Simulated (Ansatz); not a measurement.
Consider the ligand exchange at the Si–F bond: `F[SiH]([SiH3])S` + `BN` → `BN[SiH]([SiH3])S` + H–F.

Isolated molecules relaxed with PBE0-D4/def2-TZVP in Ansatz; ΔE leaves out vibrations. CCSD(T)/CBS is the MP2 limit (def2-TZVPP, def2-QZVPP) plus CCSD(T) − MP2 in def2-TZVPP, frozen cores. This one scheme is used for every species. Each species was taken in one conformer, which may not be the lowest.

`F[SiH]([SiH3])S`:

Cartesian coordinates in Å:
```
F 0.387 -1.505 1.615
Si 0.412 -0.027 0.991
Si 0.248 -0.203 -1.335
S -1.166 1.172 1.756
H 1.644 0.638 1.479
H 0.489 1.136 -1.934
H 1.232 -1.176 -1.879
H -1.128 -0.651 -1.680
H -2.118 0.615 0.989
```

`BN`:

Z-matrix (Å, degrees):
```
B
N 1 1.385
H 1 1.197 2 119.0
H 1 1.197 2 119.0 3 -180.0
H 2 1.006 1 123.2 3 -0.0
H 2 1.006 1 123.2 3 180.0
```

`BN[SiH]([SiH3])S`:

Cartesian coordinates in Å:
```
B -1.712 0.151 -1.156
N -0.676 1.049 -0.885
Si 0.797 0.698 -0.016
Si 0.907 -1.578 0.504
S 0.983 1.881 1.760
H -1.611 -0.983 -0.777
H -2.682 0.516 -1.754
H -0.797 2.004 -1.198
H 1.965 1.163 -0.810
H 2.236 -1.813 1.131
H -0.154 -1.919 1.488
H 0.775 -2.446 -0.694
H -0.030 1.277 2.406
```

H–F:

Z-matrix (Å, degrees):
```
F
H 1 0.920
```

| species | CCSD(T)/CBS(def2) energy (Eh) |
| --- | --- |
| `F[SiH]([SiH3])S` | -1078.81755 |
| `BN` | -81.93499 |
| `BN[SiH]([SiH3])S` | -1060.32587 |
| H–F | -100.39570 |

Question: Work out ΔE.

Answer: ΔE = (-1060.32587) + (-100.39570) − (-1078.81755) − (-81.93499) = 0.03097 Eh = +81.3 kJ/mol.

Largest T1 diagnostic among the species: 0.013.

From PBE to PBE0 (25 % exact exchange), in def2-TZVPP and without D4, ΔE moves by −3.6 kJ/mol. In def2-TZVPP, CCSD(T) changes the Hartree–Fock value by −23.2 kJ/mol (the triples alone add −3.4 kJ/mol) and MP2 by −26.8 kJ/mol.
